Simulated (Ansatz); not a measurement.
Geometry optimisation, RKS BLYP-D4/STO-3G (Ansatz).

The input (input.yaml):

```yaml
crystal:
  periodic: [false, false, false]
  atoms:
    - { symbol: "N", position_ang: [-0.9776, -1.5634, -0.3847] }
    - { symbol: Si, position_ang: [0.328, -0.5565, 0.0487] }
    - { symbol: C, position_ang: [0.8192, -0.7625, 1.8265] }
    - { symbol: O, position_ang: [1.541, 0.152, 2.3835] }
    - { symbol: C, position_ang: [-0.0564, 1.256, -0.3488] }
    - { symbol: O, position_ang: [-0.7473, 1.5234, -1.5705] }
    - { symbol: H, position_ang: [-1.475, -1.0082, -1.1418] }
    - { symbol: H, position_ang: [-0.6452, -2.3533, -0.8427] }
    - { symbol: H, position_ang: [1.3934, -1.0141, -0.8331] }
    - { symbol: H, position_ang: [0.5796, -1.7065, 2.3586] }
    - { symbol: H, position_ang: [-0.6955, 1.6625, 0.494] }
    - { symbol: H, position_ang: [0.8959, 1.8401, -0.3333] }
    - { symbol: H, position_ang: [-0.9397, 2.4958, -1.6416] }
basis:
  gaussian: { orbitals: STO-3G }
hamiltonian:
  xc: blyp
  dispersion: d4
relax:
  f_tol: 0.015
  max_steps: 40
```

Run as:

```bash
$ ansatz run input.yaml --threads 1 --pin off --max-ram 2048MiB --backend cpu --events-out ev --progress --plain --runs-dir out
```

Problem. Where does it end, and by what steps?

Solution. It converged. Limits of this set-up: minimal basis. After 35 steps the energy has fallen by 1.079 eV; H13 moved furthest, 1.93 Å.

| step | energy less start (eV) | largest force component (eV/Å) | accepted |
| --- | --- | --- | --- |
| 0 | 0.0000 | 4.041 | yes |
| 2 | -0.7161 | 2.741 | no |
| 4 | -0.9213 | 0.504 | yes |
| 6 | -0.9503 | 0.583 | yes |
| 8 | -0.9611 | 0.171 | yes |
| 10 | -0.9834 | 0.121 | yes |
| 12 | -0.9935 | 0.139 | yes |
| 14 | -1.0071 | 0.283 | yes |
| 16 | -1.0110 | 0.397 | yes |
| 18 | -1.0176 | 0.345 | yes |
| 20 | -1.0270 | 0.157 | yes |
| 22 | -1.0340 | 0.400 | yes |
| 24 | -1.0513 | 0.193 | yes |
| 26 | -1.0605 | 0.329 | yes |
| 28 | -1.0717 | 0.347 | yes |
| 30 | -1.0773 | 0.080 | yes |
| 32 | -1.0781 | 0.029 | yes |
| 34 | -1.0785 | 0.018 | yes |
| 35 | -1.0785 | 0.008 | yes |

```xyz
13
Properties=species:S:1:pos:R:3
N -0.774 -1.424 -0.691
Si 0.637 -0.532 0.008
C 0.613 -0.676 1.937
O 1.629 -0.710 2.701
C 0.146 1.271 -0.526
O -1.207 1.177 -1.205
H -1.265 -0.558 -1.157
H -0.403 -1.959 -1.542
H 1.957 -0.907 -0.500
H -0.437 -0.722 2.391
H 0.127 2.017 0.303
H 0.845 1.657 -1.305
H -1.848 1.332 -0.398
```

The run took 86 s on 1 thread of Intel(R) Xeon(R) 6975P-C (Granite Rapids) (shared host), peak memory 0.17 GiB.
